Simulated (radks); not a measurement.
Q: Excited configurations of the antimony ion Sb+: one electron is placed in a higher orbital outside [Kr] 4d10 5s2 5p1. The ground configuration is [Kr] 4d10 5s2 5p2. Calculated with a radial shooting solver on a logarithmic mesh with Libxc functionals: scalar-relativistic Kohn-Sham, LDA (Slater exchange, Perdew-Wang correlation), spin-polarised, spherical densities, point nucleus; open shells are filled with parallel spins first (spin-orbit coupling, left out, can overturn this in heavy ions). Excitation = E - E(ground); binding = E(ion) - E, where the ion is the core of charge +2; n* = 2/sqrt(2 binding) in atomic units, and the quantum defect is n - n*.

| outer orbital | excitation (eV) | binding (eV) | n* | quantum defect | eigenvalue (eV) | <r> (bohr) |
|---|---|---|---|---|---|---|
| 4f | 12.907 | 3.778 | 3.795 | 0.205 | -2.611 | 7.656 |
| 5f | 14.092 | 2.594 | 4.580 | 0.420 | -1.934 | 13.20 |
| 6s | 8.285 | 8.400 | 2.545 | 3.455 | -6.611 | 5.159 |
| 6p | 10.293 | 6.393 | 2.918 | 3.082 | -4.986 | 6.292 |
| 6d | 12.650 | 4.036 | 3.672 | 2.328 | -3.114 | 9.247 |
| 6f | 14.843 | 1.843 | 5.435 | 0.565 | -1.437 | 20.25 |
| 7s | 12.256 | 4.430 | 3.505 | 3.495 | -3.556 | 9.686 |
| 7p | 13.055 | 3.631 | 3.872 | 3.128 | -2.897 | 11.36 |
| 7d | 14.132 | 2.554 | 4.616 | 2.384 | -2.033 | 15.41 |
| 7f | 15.324 | 1.361 | 6.322 | 0.678 | -1.091 | 28.75 |

Estimate the row for 5d.

A: excitation (eV) 9.217; binding (eV) 7.469; n* 2.699; quantum defect 2.301; eigenvalue (eV) -5.163; <r> (bohr) 4.346. The Delta-SCF ionisation energy is 16.686 eV (NIST Atomic Spectra Database: 16.63 eV, measured). Self-interaction in the functional shifts the binding energies and quantum defects, so they are the method's values and not measured ones. Open shells are spherical and high-spin; term and fine-structure splittings are not resolved. Spin-orbit splitting is averaged out at the scalar-relativistic level.
